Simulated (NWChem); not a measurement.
System: C$_{2}$H$_{4}$BCl; SMILES C=CBCl

Excerpt of the output:

```
             Northwest Computational Chemistry Package (NWChem) 7.3.0
             --------------------------------------------------------

                             Geometry "geometry" -> ""
                             -------------------------

 Output coordinates in angstroms (scale by  1.889725989 to convert to a.u.)

  No.       Tag          Charge          X              Y              Z
 ---- ---------------- ---------- -------------- -------------- --------------
    1 B                    5.0000    -0.54377800     0.04972700    -0.00146700
    2 H                    1.0000    -1.74075800    -0.10411800    -0.00194100
    3 Cl                  17.0000     0.05157100     1.70008500    -0.00020000
    4 C                    6.0000     0.42655700    -1.14477800    -0.00167900
    5 C                    6.0000    -0.05035900    -2.40207000     0.00135800
    6 H                    1.0000     1.51228400    -0.99095700    -0.00359900
    7 H                    1.0000     0.60147800    -3.28289300     0.00213700
    8 H                    1.0000    -1.12878900    -2.59598200     0.00333900

 Effective nuclear repulsion energy (a.u.)     120.5612700034

                              NWChem Property Module
                              ----------------------

  itol2e modified to match energy
  convergence criterion.

                                 NWChem DFT Module
                                 -----------------

 Summary of "ao basis" -> "ao basis" (spherical)
 ------------------------------------------------------------------------------
       Tag                 Description            Shells   Functions and Types
 ---------------- ------------------------------  ------  ---------------------
 B                          pcsseg-1                 7       17   3s3p1d
 H                          pcsseg-1                 3        5   2s1p
 Cl                         pcsseg-1                10       24   4s5p1d
 C                          pcsseg-1                 7       17   3s3p1d

  itol2e modified to match energy
  convergence criterion.

            General Information
            -------------------
          SCF calculation type: DFT
          Wavefunction type:  closed shell.
          No. of atoms     :     8
          No. of electrons :    38
           Alpha electrons :    19
            Beta electrons :    19
          Charge           :     0
          Spin multiplicity:     1
          Use of symmetry is: off; symmetry adaption is: off
          Maximum number of iterations: 150
          AO basis - number of functions:    95
                     number of shells:    43
          Convergence on energy requested:  1.00D-07
          Convergence on density requested:  1.00D-05
          Convergence on gradient requested:  5.00D-04

              XC Information
              --------------
                        Slater Exchange Functional  1.000 local
                      VWN V Correlation Functional  1.000 local

             Grid Information
             ----------------
          Grid used for XC integration:  fine
          Radial quadrature: Mura-Knowles
          Angular quadrature: Lebedev.
          Tag              B.-S. Rad. Rad. Pts. Rad. Cut. Ang. Pts.
          ---              ---------- --------- --------- ---------
          B                   0.85       70          11.0       590
          H                   0.35       60          12.0       590
          Cl                  1.00      123          13.0       770
          C                   0.70       70          11.0       590
          Grid pruning is: on
          Number of quadrature shells:   573
          Spatial weights used:  Erf1

      Superposition of Atomic Density Guess
      -------------------------------------

 Sum of atomic energies:        -561.26625896

      Non-variational initial energy
      ------------------------------

 Total energy =    -563.120244
 1-e energy   =   -1008.863366
 2-e energy   =     325.181852
 HOMO         =      -0.353382
 LUMO         =      -0.070229

   convergence    iter        energy       DeltaE   RMS-Dens  Diis-err
 ---------------- ----- ----------------- --------- --------- ---------
 d= 0,ls=0.0,diis     1   -561.0779453111 -6.82D+02  8.34D-03  1.11D+00
 d= 0,ls=0.0,diis     2   -561.0754580574  2.49D-03  8.76D-03  4.61D-01
 d= 0,ls=0.0,diis     3   -561.0917481429 -1.63D-02  4.57D-03  3.58D-01
 d= 0,ls=0.0,diis     4   -561.1405289581 -4.88D-02  1.16D-03  1.86D-02
 d= 0,ls=0.0,diis     5   -561.1424862194 -1.96D-03  4.63D-04  5.54D-03
  Resetting Diis
 d= 0,ls=0.0,diis     6   -561.1432746174 -7.88D-04  1.19D-04  1.70D-04
 d= 0,ls=0.0,diis     7   -561.1432906385 -1.60D-05  1.17D-04  2.71D-05
 d= 0,ls=0.0,diis     8   -561.1432800205  1.06D-05  7.61D-05  9.95D-05
 d= 0,ls=0.0,diis     9   -561.1432947496 -1.47D-05  9.75D-06  1.88D-06
 d= 0,ls=0.0,diis    10   -561.1432949452 -1.96D-07  3.78D-06  3.50D-07
 d= 0,ls=0.0,diis    11   -561.1432949962 -5.10D-08  7.56D-07  9.83D-09

         Total DFT energy =     -561.143294996202
      One electron energy =    -1012.261422462266
           Coulomb energy =      372.592190994478
    Exchange-Corr. energy =      -42.035333531809
 Nuclear repulsion energy =      120.561270003394

 Numeric. integr. density =       38.000002114577

                       DFT Final Molecular Orbital Analysis
                       ------------------------------------

 Vector   17  Occ=2.000000D+00  E=-3.224150D-01
              MO Center=  1.7D-01, -9.3D-01, -7.7D-04, r^2= 4.0D+00
   Bfn.  Coefficient  Atom+Function         Bfn.  Coefficient  Atom+Function
  ----- ------------  ---------------      ----- ------------  ---------------
    36      0.265471  3 Cl px                81     -0.256368  6 H  s
    91     -0.229526  8 H  s                 86      0.217766  7 H  s
    53     -0.205609  4 C  px                39      0.203780  3 Cl px
    70      0.172031  5 C  px                 8     -0.138145  1 B  py
    56     -0.127134  4 C  px                73      0.115987  5 C  px

 Vector   18  Occ=2.000000D+00  E=-2.799950D-01
              MO Center=  1.4D-01, -1.1D+00, -2.3D-04, r^2= 3.3D+00
   Bfn.  Coefficient  Atom+Function         Bfn.  Coefficient  Atom+Function
  ----- ------------  ---------------      ----- ------------  ---------------
    72      0.286965  5 C  pz                55      0.280903  4 C  pz
    38     -0.257054  3 Cl pz                75      0.240137  5 C  pz
    41     -0.229418  3 Cl pz                58      0.230264  4 C  pz
    69      0.140965  5 C  pz                52      0.136677  4 C  pz
    29      0.070081  3 Cl pz                32      0.069839  3 Cl pz

 Vector   19  Occ=2.000000D+00  E=-2.649811D-01
              MO Center= -2.1D-01,  8.3D-01, -7.3D-04, r^2= 3.0D+00
   Bfn.  Coefficient  Atom+Function         Bfn.  Coefficient  Atom+Function
  ----- ------------  ---------------      ----- ------------  ---------------
    36      0.440800  3 Cl px                39      0.394973  3 Cl px
    18      0.237227  2 H  s                 49     -0.193652  4 C  s
    19      0.160435  2 H  s                  7     -0.153250  1 B  px
    37     -0.142319  3 Cl py                40     -0.131715  3 Cl py
    54     -0.125851  4 C  py                27     -0.120154  3 Cl px

 Vector   20  Occ=0.000000D+00  E=-1.214136D-01
              MO Center= -2.1D-01, -8.4D-01, -4.6D-04, r^2= 3.5D+00
   Bfn.  Coefficient  Atom+Function         Bfn.  Coefficient  Atom+Function
  ----- ------------  ---------------      ----- ------------  ---------------
    75      0.441747  5 C  pz                 9     -0.360767  1 B  pz
    12     -0.336826  1 B  pz                72      0.300237  5 C  pz
    41      0.247590  3 Cl pz                58     -0.216514  4 C  pz
    38      0.190893  3 Cl pz                 6     -0.157615  1 B  pz
    69      0.149096  5 C  pz                55     -0.133563  4 C  pz

 Vector   21  Occ=0.000000D+00  E=-1.141824D-02
              MO Center= -1.4D-01, -8.3D-01, -9.8D-04, r^2= 3.4D+00
   Bfn.  Coefficient  Atom+Function         Bfn.  Coefficient  Atom+Function
  ----- ------------  ---------------      ----- ------------  ---------------
    58      0.781901  4 C  pz                12     -0.644050  1 B  pz
    75     -0.502848  5 C  pz                55      0.336780  4 C  pz
     9     -0.320877  1 B  pz                41      0.247299  3 Cl pz
    72     -0.176452  5 C  pz                52      0.173399  4 C  pz
     6     -0.129488  1 B  pz                38      0.102961  3 Cl pz

[...]

          -----------------------------------------
          Chemical Shielding Tensors (GIAO, in ppm)
          -----------------------------------------

                                NWChem CPHF Module
                                ------------------

  scftype          =     RHF
  nclosed          =       19
  nopen            =        0
  variables        =     1444
  # of vectors     =        3
  tolerance        = 0.10D-03
  level shift      = 0.00D+00
  max iterations   =       50
  max subspace     =       30

 SCF residual:    1.5982882497257393E-005

Iterative solution of linear equations
  No. of variables     1444
  No. of equations        3
  Maximum subspace       30
        Iterations       50
       Convergence  1.0D-04

   iter   nsub   residual    time
   ----  ------  --------  ---------
     1      3    9.67D-06      25.1

      Atom:    1  B
        Diamagnetic
    191.6718     -1.6830      0.0039
     -1.6830    208.7441      0.0103
      0.0039      0.0103    178.7195

        Paramagnetic
   -196.9363     -3.1042     -0.0494
     -3.1042   -223.5597     -0.1226
     -0.0494     -0.1226    -85.8933

        Total Shielding Tensor
     -5.2645     -4.7872     -0.0455
     -4.7872    -14.8156     -0.1123
     -0.0455     -0.1123     92.8262

           isotropic =      24.2487
          anisotropy =     102.8665

          Principal Components and Axis System
                 1           2           3
               92.8263    -16.8021     -3.2782

      1        -0.0004      0.3832      0.9236
      2        -0.0010      0.9236     -0.3832
      3         1.0000      0.0011     -0.0000

      Atom:    2  H
        Diamagnetic
     36.2395      1.5419      0.0080
      1.5419     26.4997      0.0005
      0.0080      0.0005     20.5387

        Paramagnetic
    -14.0457     -0.3969     -0.0066
     -0.3969      0.1636     -0.0013
     -0.0066     -0.0013      3.0529

        Total Shielding Tensor
     22.1938      1.1450      0.0014
      1.1450     26.6633     -0.0008
      0.0014     -0.0008     23.5916

           isotropic =      24.1496
          anisotropy =       4.1850

          Principal Components and Axis System
                 1           2           3
               26.9395     23.5916     21.9175

      1         0.2345      0.0009      0.9721
      2         0.9721     -0.0001     -0.2345
      3        -0.0001      1.0000     -0.0009

      Atom:    3  Cl
        Diamagnetic
   1145.6323      0.9571      0.0004
      0.9571   1152.3519      0.0040
      0.0004      0.0040   1145.8891

        Paramagnetic
   -837.4874    124.3054     -0.1601
    124.3054   -771.8048     -0.5788
     -0.1601     -0.5788   -133.5848

        Total Shielding Tensor
    308.1450    125.2625     -0.1597
    125.2625    380.5471     -0.5748
     -0.1597     -0.5748   1012.3043

           isotropic =     566.9988
          anisotropy =     667.9592

          Principal Components and Axis System
                 1           2           3
             1012.3050    474.7341    213.9573

      1        -0.0004      0.6010      0.7993
      2        -0.0010      0.7993     -0.6010
      3         1.0000      0.0010     -0.0003

      Atom:    4  C
        Diamagnetic
    258.2230     -0.2774     -0.0250
     -0.2774    272.4481     -0.0377
     -0.0250     -0.0377    243.6077

        Paramagnetic
   -354.9328      2.9846      0.4044
      2.9846   -273.3271      0.3024
      0.4044      0.3024    -83.2609

        Total Shielding Tensor
    -96.7098      2.7072      0.3794
      2.7072     -0.8790      0.2647
      0.3794      0.2647    160.3467

           isotropic =      20.9193
          anisotropy =     209.1426

          Principal Components and Axis System
                 1           2           3
              160.3477    -96.7867     -0.8031

      1         0.0015      0.9996      0.0282
      2         0.0017     -0.0282      0.9996
      3         1.0000     -0.0014     -0.0017

      Atom:    5  C
        Diamagnetic
    257.5034      3.8980     -0.0260
      3.8980    268.0728     -0.0459
     -0.0260     -0.0459    244.6447

        Paramagnetic
   -347.1827     34.6705      0.3759
     34.6705   -296.6483      0.2681
      0.3759      0.2681    -90.2938

        Total Shielding Tensor
    -89.6794     38.5685      0.3500
     38.5685    -28.5754      0.2222
      0.3500      0.2222    154.3508

           isotropic =      12.0320
          anisotropy =     213.4796

          Principal Components and Axis System
                 1           2           3
              154.3518   -108.3308     -9.9250

      1         0.0017      0.9003      0.4353
      2         0.0016     -0.4354      0.9003
      3         1.0000     -0.0008     -0.0021

      Atom:    6  H
        Diamagnetic
     40.5708      1.3713     -0.0354
      1.3713     28.3612     -0.0066
     -0.0354     -0.0066     21.4808

        Paramagnetic
    -20.9703     -2.3237      0.0403
     -2.3237     -0.3384      0.0095
      0.0403      0.0095      2.4814

        Total Shielding Tensor
     19.6004     -0.9523      0.0049
     -0.9523     28.0228      0.0029
      0.0049      0.0029     23.9622

           isotropic =      23.8618
          anisotropy =       6.4010

          Principal Components and Axis System
                 1           2           3
               28.1291     23.9622     19.4941

      1        -0.1110      0.0012      0.9938
      2         0.9938     -0.0004      0.1110
      3         0.0006      1.0000     -0.0012

      Atom:    7  H
        Diamagnetic
     28.0986     -6.8377      0.0048
     -6.8377     37.7743     -0.0182
      0.0048     -0.0182     22.3700

        Paramagnetic
     -5.5327      9.7568     -0.0028
      9.7568    -13.5093      0.0105
     -0.0028      0.0105      1.6305

        Total Shielding Tensor
     22.5659      2.9191      0.0020
      2.9191     24.2650     -0.0077
      0.0020     -0.0077     24.0006

           isotropic =      23.6105
          anisotropy =       4.2678

          Principal Components and Axis System
                 1           2           3
               26.4557     24.0006     20.3752

      1         0.6002      0.0026      0.7998
      2         0.7998      0.0006     -0.6002
      3        -0.0020      1.0000     -0.0017

      Atom:    8  H
        Diamagnetic
     38.3018      5.2512     -0.0332
      5.2512     28.3265     -0.0172
     -0.0332     -0.0172     21.8319

        Paramagnetic
    -17.7929     -3.9412      0.0412
     -3.9412     -1.1807      0.0151
      0.0412      0.0151      2.5041

        Total Shielding Tensor
     20.5089      1.3100      0.0080
      1.3100     27.1458     -0.0020
      0.0080     -0.0020     24.3360

           isotropic =      23.9969
          anisotropy =       5.0971

          Principal Components and Axis System
                 1           2           3
               27.3950     24.3360     20.2597

      1         0.1869      0.0020      0.9824
      2         0.9824     -0.0002     -0.1869
      3        -0.0002      1.0000     -0.0020
```

Level: LDA (Slater exchange, VWN5)/pcSseg-1, GIAO. Coordinates come from a PBE0/def2-SVP optimisation. NWChem prints the field gradient with the sign opposite to the second derivative of the potential. The printed shielding anisotropy is the first printed principal value minus the mean of the other two.

Problem. Which NWChem input produces such a log?

Solution. Several could match; the one computed here: the input that was run:
```
start job
memory heap 200 mb stack 900 mb global 1100 mb
geometry units angstroms noautosym nocenter noautoz
  B     -0.543778     0.049727    -0.001467
  H     -1.740758    -0.104118    -0.001941
  Cl     0.051571     1.700085    -0.000200
  C      0.426557    -1.144778    -0.001679
  C     -0.050359    -2.402070     0.001358
  H      1.512284    -0.990957    -0.003599
  H      0.601478    -3.282893     0.002137
  H     -1.128789    -2.595982     0.003339
end
basis spherical
  * library pcsseg-1
end
dft
  xc slater vwn_5
  iterations 150
end
property
  shielding
  efieldgrad
end
task dft property
```
